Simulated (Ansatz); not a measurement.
# Bi(BH4)3 in a box, plane waves

Ansatz 0.2.0, DFT PBE, spin-orbit coupling, plane waves, PAW, molecule in a box. The geometry was relaxed with Gaussian bases (TPSS; Bi def2-SVP with ECP60, B def2-SVP, H def2-SVP).

```yaml
crystal:
  lattice:
    - [14.3, 0.0, 0.0]
    - [0.0, 14.6, 0.0]
    - [0.0, 0.0, 10.71]
  atoms:
    - { symbol: Bi, position: [0.45912308, 0.50418425, 0.56861998] }
    - { symbol: B, position: [0.6284, 0.50475274, 0.50394958] }
    - { symbol: H, position: [0.68522657, 0.51253904, 0.42016807] }
    - { symbol: H, position: [0.64105804, 0.44371096, 0.58003828] }
    - { symbol: H, position: [0.55894965, 0.48081096, 0.43126331] }
    - { symbol: H, position: [0.61168112, 0.58007671, 0.55213445] }
    - { symbol: B, position: [0.37398182, 0.6474863, 0.50394958] }
    - { symbol: H, position: [0.33868392, 0.69179452, 0.42016807] }
    - { symbol: H, position: [0.42162587, 0.68874384, 0.58003828] }
    - { symbol: H, position: [0.42987622, 0.60054726, 0.43126331] }
    - { symbol: H, position: [0.31574056, 0.59564315, 0.55213445] }
    - { symbol: B, position: [0.37498671, 0.36031438, 0.50394958] }
    - { symbol: H, position: [0.35345874, 0.30821918, 0.42016807] }
    - { symbol: H, position: [0.31468531, 0.38009795, 0.58003828] }
    - { symbol: H, position: [0.38854266, 0.43119452, 0.43126331] }
    - { symbol: H, position: [0.44994755, 0.33683356, 0.55213445] }
basis:
  ecutwfc: 420
  ecutrho_ratio: 4
kpoints:
  mp_grid: { grid: [1, 1, 1] }
hamiltonian:
  xc: pbe
scf:
  occupations: { method: gaussian, width: 0.01 }
output:
  forces: true
  eigenvalues: true
  populations: true
  write_density: true
  write_potential: true
  elf: true
  volumetric_format: npy
magnetization:
  noncollinear: true
  spin_orbit: true
```

Command:
```sh
ansatz run input.yaml --threads 2 --pin off --max-ram 5120MiB --backend cpu --events-out ev --progress --plain --runs-dir out
```
It took 29 s on 2 threads of Arm Neoverse V2 (shared host), peak memory 2.8 GiB.

(1) How does the SCF go?

(2) Which levels lie next to the highest filled one (eV, counted from it)?

(3) What forces are left at this geometry, relaxed with Gaussian bases (eV/Å)?

The forces come from the other functional as well as from the basis.

No frequency check is given that shows the relaxed geometry to be a minimum.

Results:

(1) 
```
SCF iter   1: F=—  HF=-13105.206996 eV  |F-HF|=—  |Δ(HF+E_count)|=         —  Δρ=2.75e-2
preconditioner: auto → Resta (q_TF=auto, 1.371 Å⁻¹)  ε∞=1.1  [insulator: Δε(μ)=5.134 eV  Ē_g=12.586 eV  σ=0.010 eV  W_gap=1.00  n_
spin=Noncollinear: Resta preconditioning applied to the charge; magnetization (m_x, m_y, m_z) channels mix plain (no charge-respon
SCF iter   2: F=—  HF=-13096.578448 eV  |F-HF|=—  |Δ(HF+E_count)|=    8.63e0  Δρ=1.42e-2
SCF iter   3: F=—  HF=-13095.013029 eV  |F-HF|=—  |Δ(HF+E_count)|=    1.57e0  Δρ=4.88e-3
...
SCF iter   5: F=—  HF=-13094.869463 eV  |F-HF|=—  |Δ(HF+E_count)|=   4.21e-3  Δρ=2.25e-4
SCF iter   6: F=—  HF=-13094.869474 eV  |F-HF|=—  |Δ(HF+E_count)|=   1.12e-5  Δρ=9.16e-5
SCF iter   7: F=—  HF=-13094.869492 eV  |F-HF|=—  |Δ(HF+E_count)|=   1.83e-5  Δρ=1.21e-5
SCF iter   8: F=—  HF=-13094.869474 eV  |F-HF|=—  |Δ(HF+E_count)|=   1.83e-5  Δρ=2.89e-6
SCF iter   9: F=-13094.869474 eV  HF=-13094.869474 eV  |F-HF|=7.92e-9  |Δ(HF+E_count)|=   1.08e-8  Δρ=8.15e-7
```

(2) Filled: -1.04, -1.04, -0.66, -0.66, -0.66, -0.66, -0.62, -0.62, 0.00, 0.00. Empty: 3.68, 3.68, 5.05, 5.05, 5.51, 5.51, 6.54, 6.54.

(3) 
```
Bi   0.00  0.00  0.13
B   -0.20 -0.01  0.09
H   -0.13 -0.02  0.06
H    0.00  0.11 -0.11
H    0.20  0.01 -0.01
H    0.11 -0.09 -0.07
B    0.10 -0.17  0.09
H    0.08 -0.11  0.06
H   -0.09 -0.05 -0.11
H   -0.11  0.17 -0.01
H    0.02  0.14 -0.07
B    0.09  0.17  0.09
H    0.05  0.12  0.06
H    0.09 -0.05 -0.11
H   -0.09 -0.18 -0.01
H   -0.13 -0.05 -0.07
```
